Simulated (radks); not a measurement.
Co2+, configuration [Ar] 3d7.

Calculated with a radial shooting solver on a logarithmic mesh with Libxc functionals: Dirac Kohn-Sham, LDA (Slater exchange, VWN5 correlation), spin-unpolarised, spherical densities, point nucleus; open shells fill j = l - 1/2 first.

Energy parts (hartree):
| part | energy |
|---|---|
| total | -1389.86101 |
| kinetic | 1410.13631 |
| electron-nucleus | -3317.80478 |
| Hartree | 574.34066 |
| exchange-correlation | -56.53321 |

Orbitals (lengths in bohr, moments of r in powers of bohr):
| orbital | occ. | eigenvalue (hartree) | <1/r> | small-component weight |
|---|---|---|---|---|
| 1s1/2 | 2 | -279.0840 | 26.99 | 9.42e-03 |
| 2s1/2 | 2 | -33.64754 | 5.826 | 1.75e-03 |
| 2p1/2 | 2 | -29.32295 | 5.783 | 1.73e-03 |
| 2p3/2 | 4 | -28.77938 | 5.671 | 1.71e-03 |
| 3s1/2 | 2 | -4.44607 | 1.835 | 3.83e-04 |
| 3p1/2 | 2 | -3.15675 | 1.707 | 3.42e-04 |
| 3p3/2 | 4 | -3.08842 | 1.681 | 3.35e-04 |
| 3d3/2 | 4 | -1.01034 | 1.317 | 2.21e-04 |
| 3d5/2 | 3 | -1.00302 | 1.310 | 2.19e-04 |

The highest occupied level is 3d5/2 at -27.294 eV. For comparison, the ionisation energy in NIST's Atomic Spectra Database is 33.5 eV (semi-empirical). In exact Kohn-Sham theory the highest level is minus the ionisation energy, but local and semilocal functionals leave it too shallow, through self-interaction and a potential that decays too fast; potentials with the right tail come closer.

Beside tabulated values, note that spin-unpolarised runs miss the spin-polarisation part of the exchange energy of open shells.
